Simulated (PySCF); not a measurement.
Compound: C₇H₁₁ (charge +1).
Numbering: `[CH3:1][CH2:2][CH2:3][c:4]1[cH:5][c+:6]1[CH3:7]` (hydrogens: H8, H9, H10 on C1; H11, H12 on C2; H13, H14 on C3; H15 on C5; H16, H17, H18 on C7)

Cartesian coordinates in Å at the GFN2-xTB level; atoms count from 1:
```xyz
18
C7H11 angstrom
C     -2.453    0.587    0.072
C     -1.874   -0.808   -0.131
C     -0.582   -0.770   -0.955
C      0.532   -0.177   -0.265
C      1.066    0.370    0.888
C      1.867    0.257   -0.227
C      3.140    0.434   -0.870
H     -3.367    0.529    0.655
H     -1.755    1.232    0.602
H     -2.692    1.048   -0.883
H     -2.600   -1.426   -0.658
H     -1.677   -1.276    0.834
H     -0.278   -1.781   -1.256
H     -0.737   -0.227   -1.897
H      0.943    0.671    1.904
H      3.722   -0.482   -0.728
H      3.030    0.579   -1.945
H      3.706    1.248   -0.418
```

Vertical excitations from PySCF (density fitting, frozen core in the response, grid level 2 and gas phase unless stated; continuum runs use non-equilibrium linear response for the excitations) on a GFN2-xTB geometry. Reference run:

```csv
settings,"S1, eV (f)","S2, eV (f)","S3, eV (f)","S4, eV (f)","S5, eV (f)","S6, eV (f)","T1, eV (Tamm–Dancoff)",mean α (au)
"PBE0/def2-SVPD, full TDDFT, 6 singlets",5.96 (0.001),6.08 (0.001),6.12 (0.001),6.31 (0.005),6.50 (0.032),6.64 (0.026),5.74,73.5
```

Problem. What do these settings give: WP04/def2-SVPD, fitting basis def2-qzvpp-jkfit, full TDDFT, 6 singlets?

Solution. 
```tsv
settings	S1, eV (f)	S2, eV (f)	S3, eV (f)	S4, eV (f)	S5, eV (f)	S6, eV (f)	T1, eV (Tamm–Dancoff)	mean α (au)
WP04/def2-SVPD, fitting basis def2-qzvpp-jkfit, full TDDFT, 6 singlets	5.69 (0.000)	5.73 (0.001)	5.79 (0.000)	5.86 (0.005)	5.99 (0.008)	6.10 (0.025)	5.58	70.4
```

S1 moves by -0.27 eV (WP04 has 12 % exact exchange, PBE0 25 % exact exchange). States are counted by energy in each run and needn't keep their character from row to row.

WP04 was designed for NMR shieldings or shifts; total energies of different functionals aren't comparable.

Problem. Give the leading configurations of S1 (H = HOMO, L = LUMO) and the HOMO–LUMO gap of each run.

Solution. 
| settings | S1 configurations (weight) | S1 (eV) | orbital gap (eV) | S1 − gap (eV) |
| --- | --- | --- | --- | --- |
| PBE0/def2-SVPD, full TDDFT, 6 singlets | H−1→L+1 0.58, H−1→L 0.33 | 5.96 | 7.18 | -1.22 |
| WP04/def2-SVPD, fitting basis def2-qzvpp-jkfit, full TDDFT, 6 singlets | H−1→L 0.40, H−1→L+1 0.27, H→L 0.23 | 5.69 | 6.21 | -0.52 |

One conformer stands for the species.
